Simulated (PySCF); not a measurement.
## J couplings in CH₅FGeO

Bonds (- single, = double, # triple, : aromatic): C1-O2 1.400 Å, O2-Ge3 1.763 Å, Ge3-F4 1.730 Å. C1 carries H5, H6, H7; Ge3 carries H8, H9.

Couplings: B3LYP/pcJ-1 (pcSseg-1 on Ge) in PySCF, geometry PBE0-D3(BJ)/def2-SVP; gas phase, one conformer, non-relativistic. Couplings are averaged over pairs made equivalent by symmetry, fast rotation or ring inversion, so a value needn't be that of the named pair in this geometry, while other rotamers aren't included; one pair stands for each set, and the list holds those of at least 0.8 Hz over up to four bonds.

Isotopes: ¹³C, ¹H, ¹⁷O, ¹⁹F. Couplings to quadrupolar nuclei such as 17O and 33S are rarely resolved in practice.

| pair | bonds | J (Hz) |
| --- | --- | --- |
| C1, O2 | 1 | 20.2 |
| C1, H5 | 1 | 146.6 |
| O2, F4 | 2 | -8.0 |
| O2, H5 | 2 | ? |
| O2, H8 | 2 | -5.5 |
| F4, H8 | 2 | 44.1 |
| H5, H6 | 2 | -11.1 |
| H8, H9 | 2 | ? |
| F4, H5 | 4 | ? |

Task: Estimate the withheld couplings, with signs.

Result: 
- ²J(O2,H5) = -7.1 Hz (mean over equivalent pairs that range from -15.1 to -3.0 Hz in this conformer)
- ²J(H8,H9) = 63.9 Hz (angle at Ge3 116°)
- ⁴J(F4,H5) = -1.3 Hz

Relativistic effects of the heavier atoms present are left out.
